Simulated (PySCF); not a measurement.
CHCl2, SMILES Cl[CH]Cl, multiplicity 2. Atoms are numbered in the order given.

```xyz
4

Cl     0.0080    -0.1695    -1.4609
C     -0.0826     0.6753     0.0000
Cl     0.0080    -0.1695     1.4609
H      0.2228     1.7111     0.0000
```
Charge 0, spin multiplicity 2.

Coordinates come from a PBE0-D3(BJ)/def2-TZVP optimisation. The isomer is the one that the SMILES or the coordinates give; other isomers of the formula were not compared.

These are PySCF with PBE0/pcH-1 values and carry that method's errors.

Unrestricted Kohn–Sham, ⟨S²⟩ = 0.755. Hyperfine tensors hold the contact and dipolar terms, without spin-orbit corrections.

Computed hyperfine couplings:
```json
[
 {"nucleus": "35Cl no. 1", "A(iso) (MHz)": "8.4", "A(iso) (G)": "3.0", "dipolar principal values (MHz)": "-30.8, -19.4, 50.2"},
 {"nucleus": "13C no. 2", "A(iso) (MHz)": "195.2", "A(iso) (G)": "69.7", "dipolar principal values (MHz)": "-77.7, -77.6, 155.3"},
 {"nucleus": "35Cl no. 3", "A(iso) (MHz)": "8.4", "A(iso) (G)": "3.0", "dipolar principal values (MHz)": "-30.8, -19.4, 50.2"},
 {"nucleus": "1H no. 4", "A(iso) (MHz)": "-50.9", "A(iso) (G)": "-18.2", "dipolar principal values (MHz)": "-34.9, -3.2, 38.0"}
]
```

**Question.** And the g tensor (effective nuclear charges for spin-orbit coupling, GIAO)? (The exact figures need the calculation; the answer reports its results.)

**Answer.** principal values 2.0008, 2.0124, 2.0130; isotropic 2.0088.
